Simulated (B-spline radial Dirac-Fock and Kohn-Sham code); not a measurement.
## Dipole and non-dipole photoemission parameters of I⁺ 4s

System: I⁺, configuration 1s2 2s2 2p6 3s2 3p6 3d10 4s2 4p6 4d10 5s2 5p4; threshold 200.8 eV (orbital energy of the model). Calculated with a radial B-spline solver, using Dirac-Hartree-Slater photoionisation with a Latter tail; cross sections with all multipoles, angular parameters from the dipole term and its interference with E2.

For linearly polarised light dσ/dΩ = σ/(4π) [1 + β P₂(cos θ) + (δ + γ cos²θ) sin θ cos φ], with θ from the polarisation vector and φ the angle between the beam and the projection of the electron momentum on the plane normal to the polarisation.

```
hν (eV)  σ (kb)      β       γ
    249     144  1.949   0.291
    261     138  1.953   0.312
    400    91.9  1.971   0.389
    534    64.2  1.977   0.376
    615    52.8  1.979   0.356
    624    51.7  1.979   0.354
    677    46.0  1.980   0.338
   1000    25.4  1.984   0.238
   1250    17.5  1.985   0.164
   1260    17.3  1.985   0.161
   1420    14.1  1.986   0.120
   1600    11.5  1.987   0.078
   2920       ?      ?       ?
 2984.4    3.76  1.989  -0.091
   4000    2.17  1.990  -0.106
   5030    1.39  1.990  -0.069
   5380    1.22  1.990  -0.049
   7340   0.652  1.990   0.111
 9251.7   0.403  1.990   0.302
  11000   0.279  1.990   0.487
  11400   0.258  1.990   0.530
  12000   0.231  1.990   0.595
```

Question: Give the values at 2920 eV.

Answer: σ = 3.92 kb, β = 1.989, γ = -0.088. For an s subshell δ is negligible.
